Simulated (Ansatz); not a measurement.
Start from `[NH2][Y]([NH2])[Cl]` and change one atom or group to get `[NH2][Y]([NH2])[F]`.

Ansatz, PBE0-D4/def2-TZVP geometries, multiplicity 1. Each molecule was computed in one conformer, which needn't be the lowest.

Elements past krypton have def2 core potentials.

| property | `[NH2][Y]([NH2])[Cl]` |
| --- | --- |
| HOMO–LUMO gap (B3LYP/def2-TZVPP) / eV | 4.80 |
| size of the dipole moment (PBE/def2-TZVPP) / D | 3.21 |
| HOMO–LUMO gap (PBE/def2-TZVPP) / eV | 3.30 |
| LUMO energy (PBE/def2-TZVPP) / eV | -2.39 |
| HOMO energy (ωB97M-V/def2-TZVPP) / eV | -9.37 |
| HOMO energy (PBE/def2-TZVPP) / eV | -5.69 |

Give the same properties after the change, and the shifts. (Estimate.)

Ansatz gave: 
```tsv
property	`[NH2][Y]([NH2])[F]`	shift
HOMO–LUMO gap (B3LYP/def2-TZVPP) / eV	4.69	-0.11
size of the dipole moment (PBE/def2-TZVPP) / D	2.09	-1.12
HOMO–LUMO gap (PBE/def2-TZVPP) / eV	3.19	-0.11
LUMO energy (PBE/def2-TZVPP) / eV	-2.22	0.17
HOMO energy (ωB97M-V/def2-TZVPP) / eV	-9.10	0.27
HOMO energy (PBE/def2-TZVPP) / eV	-5.41	0.28
```

With PBE0 the HOMO rises by 0.27 eV and the LUMO rises by 0.16 eV, so the gap narrows by about 0.11 eV. PBE moves the HOMO by 0.28 eV and ωB97M-V by 0.27 eV. Dipoles are sizes alone; their direction can turn.

B3LYP here is the variant with VWN-RPA as its local correlation; programs differ in this.
